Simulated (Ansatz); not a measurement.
```yaml
crystal:
  periodic: [false, false, false]
  atoms:
    - {symbol: C, position_ang: [-3.150653, 0.179535, 1.117734]}
    - {symbol: C, position_ang: [-2.426550, -1.011347, 1.285376]}
    - {symbol: C, position_ang: [-1.097706, -1.113531, 0.823055]}
    - {symbol: C, position_ang: [-0.315158, -2.312813, 0.971331]}
    - {symbol: C, position_ang: [0.979903, -2.394103, 0.515369]}
    - {symbol: C, position_ang: [1.581592, -1.258833, -0.129440]}
    - {symbol: C, position_ang: [2.887568, -1.266878, -0.617358]}
    - {symbol: O, position_ang: [3.415613, -0.194686, -1.211871]}
    - {symbol: C, position_ang: [2.743041, 0.945997, -1.380214]}
    - {symbol: C, position_ang: [1.428320, 1.087342, -0.938347]}
    - {symbol: C, position_ang: [0.673437, 2.299722, -1.102426]}
    - {symbol: C, position_ang: [-0.620428, 2.365709, -0.640632]}
    - {symbol: C, position_ang: [-1.251733, 1.247165, 0.009716]}
    - {symbol: C, position_ang: [-2.577261, 1.296511, 0.489875]}
    - {symbol: C, position_ang: [-0.507109, 0.028873, 0.179822]}
    - {symbol: C, position_ang: [0.822335, -0.047002, -0.292182]}
    - {symbol: H, position_ang: [-4.185864, 0.238734, 1.485611]}
    - {symbol: H, position_ang: [-2.894567, -1.875502, 1.780528]}
    - {symbol: H, position_ang: [-0.776375, -3.179736, 1.468426]}
    - {symbol: H, position_ang: [1.563671, -3.318168, 0.636379]}
    - {symbol: H, position_ang: [3.589354, -2.111311, -0.569471]}
    - {symbol: H, position_ang: [3.339405, 1.716342, -1.888919]}
    - {symbol: H, position_ang: [1.140716, 3.163688, -1.596928]}
    - {symbol: H, position_ang: [-1.199591, 3.293405, -0.764278]}
    - {symbol: H, position_ang: [-3.161969, 2.220875, 0.368854]}
basis:
  gaussian: {orbitals: def2-mTZVPP}
total_charge: 1
hamiltonian: {xc: {name: revPBE}}
scf: {lower_state_search: full}
output: {forces: true}
```

```sh
$ ansatz run in.yaml --threads 4 --pin off --events-out ev --progress --plain --max-ram 6963MiB
```

Shortened log:

```
Functional definition: revPBE
3433 factors; their error is unknown
mean field evaluation 1: about -17712.2343 eV, gradient 1.1e2 eV
mean field evaluation 2: about -17577.0922 eV, gradient 2.5e2 eV
mean field evaluation 4: about -17728.3357 eV, gradient 6.9e1 eV
mean field evaluation 8: about -17743.0783 eV, gradient 8.8e-1 eV
mean field evaluation 16: about -17742.9786 eV, gradient 1.7e-3 eV
mean field evaluation 32: about -17741.8511 eV, gradient 1.6e1 eV
mean field -17742.97861793 eV, -652.0424375861 hartree, gradient 2.3e-5 eV, S^2 0.000000; 1 other end points of the search recorded, 0 dependent functions left out
reference -17742.97868279 eV, -652.0424399696 hartree; 53, 53 occupied and 301, 301 virtual orbitals, 3433 factors
Total energy: -17742.97868279 eV, -652.0424399696 hartree
Atom 0 at    -3.150653     0.179535     1.117734 Å, force    -0.177271     0.011226     0.066467 eV/Å
Atom 1 at    -2.426550    -1.011347     1.285376 Å, force    -0.108584    -0.135747     0.088467 eV/Å
Atom 2 at    -1.097706    -1.113531     0.823055 Å, force    -0.055949     0.010773     0.018375 eV/Å
Atom 3 at    -0.315158    -2.312813     0.971331 Å, force     0.050936    -0.223602     0.082229 eV/Å
Atom 4 at     0.979903    -2.394103     0.515369 Å, force    -0.012793    -0.230088     0.084388 eV/Å
Atom 5 at     1.581592    -1.258833    -0.129440 Å, force     0.101169    -0.006051    -0.042847 eV/Å
Atom 6 at     2.887568    -1.266878    -0.617358 Å, force    -0.135952    -0.509524     0.238690 eV/Å
Atom 7 at     3.415613    -0.194686    -1.211871 Å, force     0.494314    -0.028089    -0.174283 eV/Å
Atom 8 at     2.743041     0.945997    -1.380214 Å, force    -0.203901     0.528886    -0.119411 eV/Å
Atom 9 at     1.428320     1.087342    -0.938347 Å, force     0.102940    -0.008668    -0.037698 eV/Å
Atom 10 at     0.673437     2.299722    -1.102426 Å, force    -0.041337     0.231514    -0.070228 eV/Å
Atom 11 at    -0.620428     2.365709    -0.640632 Å, force     0.017706     0.226823    -0.084564 eV/Å
Atom 12 at    -1.251733     1.247165     0.009716 Å, force    -0.055510    -0.004133     0.022026 eV/Å
Atom 13 at    -2.577261     1.296511     0.489875 Å, force    -0.126212     0.148561    -0.006922 eV/Å
Atom 14 at    -0.507109     0.028873     0.179822 Å, force     0.013215    -0.002543    -0.009887 eV/Å
Atom 15 at     0.822335    -0.047002    -0.292182 Å, force    -0.004293     0.001722     0.006318 eV/Å
Atom 16 at    -4.185864     0.238734     1.485611 Å, force     0.249173    -0.014540    -0.089432 eV/Å
Atom 17 at    -2.894567    -1.875502     1.780528 Å, force     0.095077     0.210384    -0.113797 eV/Å
Atom 18 at    -0.776375    -3.179736     1.468426 Å, force     0.117100     0.192479    -0.126083 eV/Å
Atom 19 at     1.563671    -3.318168     0.636379 Å, force    -0.143265     0.212435    -0.020757 eV/Å
Atom 20 at     3.589354    -2.111311    -0.569471 Å, force    -0.179740     0.253142    -0.025432 eV/Å
Atom 21 at     3.339405     1.716342    -1.888919 Å, force    -0.148018    -0.234110     0.142412 eV/Å
Atom 22 at     1.140716     3.163688    -1.596928 Å, force    -0.117604    -0.196243     0.117000 eV/Å
Atom 23 at    -1.199591     3.293405    -0.764278 Å, force     0.145622    -0.211338     0.020030 eV/Å
Atom 24 at    -3.161969     2.220875     0.368854 Å, force     0.123177    -0.223269     0.034940 eV/Å
Dipole moment:     0.317839    -0.017898    -0.112131 e Å
```

It took 7 s on 4 threads of Intel Xeon 6975P-C on a shared host.

The dipole of an ion depends on the origin.
